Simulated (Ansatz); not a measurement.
Consider the redistribution: `O[Si](O)([SiH3])Cl` + `FB(S)O[SiH3]` → `O[Si](O)([SiH3])O[SiH3]` + `FB(S)Cl`.

Computed with Ansatz on PBE0-D4/def2-TZVP structures; ΔE is electronic, products minus reactants. CCSD(T)/CBS is the MP2 limit (def2-TZVPP, def2-QZVPP) plus CCSD(T) − MP2 in def2-TZVPP, frozen cores. Functionals use def2-TZVPP. B3LYP here is the variant with VWN-RPA as its local correlation; programs differ in this. Each species was taken in one conformer, which may not be the lowest.

`O[Si](O)([SiH3])Cl`:

```xyz
10

O    -1.436   -0.858   -1.003
Si   -0.629   -0.113    0.213
O    -0.589   -1.114    1.494
Si    1.570    0.475   -0.292
Cl   -1.684    1.617    0.650
H    -1.932   -0.306   -1.610
H    -1.408   -1.530    1.774
H     1.556    1.385   -1.468
H     2.367   -0.735   -0.622
H     2.184    1.179    0.863
```

`FB(S)O[SiH3]`:

Z-matrix (Å, degrees):
```
Si
O 1 1.653
H 1 1.481 2 107.9
H 1 1.485 2 110.1 3 120.4
H 1 1.481 2 107.9 3 -119.3
B 2 1.343 1 138.4 3 -121.3
S 6 1.819 2 122.1 1 -0.0
F 6 1.328 2 118.4 1 180.0
H 7 1.342 6 94.8 2 -180.0
```

`O[Si](O)([SiH3])O[SiH3]`:

Z-matrix (Å, degrees):
```
Si
O 1 1.633
Si 1 2.336 2 106.8
O 1 1.640 2 107.3 3 -122.4
O 1 1.636 2 112.5 3 120.4
H 2 0.960 1 117.6 3 157.3
H 3 1.488 1 110.6 2 60.9
H 3 1.486 1 110.9 2 -60.2
H 3 1.489 1 109.4 2 179.9
H 4 0.958 1 117.0 2 -151.3
Si 5 1.639 1 145.1 2 -56.7
H 11 1.483 5 108.0 1 -163.8
H 11 1.487 5 110.3 1 -44.1
H 11 1.485 5 110.2 1 76.6
```

`FB(S)Cl`:

```xyz
5

F     1.008    0.862    0.618
B     0.127   -0.103    0.440
S    -0.772   -0.293   -1.101
Cl   -0.167   -1.228    1.747
H    -0.196    0.762   -1.704
```

| level | ΔE (kJ/mol) | difference from CCSD(T)/CBS |
| --- | --- | --- |
| PBE-D4 | 29.7 | 1.1 |
| r2SCAN-D4 | 29.0 | 0.4 |
| PBE0-D4 | 30.9 | 2.3 |
| B3LYP-D4 | 29.0 | 0.4 |
| ωB97X-V | 29.6 | 1.0 |
| PBE | 30.6 | 2.0 |
| r2SCAN | 29.7 | 1.1 |
| PBE0 | 31.9 | 3.3 |
| B3LYP | 30.1 | 1.5 |
| MP2/def2-TZVPP | 26.2 | -2.4 |
| SCS-MP2/def2-TZVPP | 25.7 | -2.9 |
| CCSD(T)/def2-TZVPP | 25.7 | -2.9 |
| HF/def2-QZVPP | 32.4 | 3.8 |
| MP2/def2-QZVPP | 27.6 | -1.0 |
| SCS-MP2/def2-QZVPP | 27.3 | -1.3 |
| HF/CBS(def2) | 32.3 | 3.7 |
| CCSD(T)/CBS | 28.6 | 0 |

Largest T1 diagnostic among the species: 0.013.

In def2-TZVPP, CCSD(T) changes the Hartree–Fock value by −7.4 kJ/mol (the triples alone add −0.9 kJ/mol) and MP2 by −6.9 kJ/mol.

CCSD(T)/CBS has its own doubt, a few kJ/mol and more with outer-core shells, so smaller differences from it don't rank the levels.
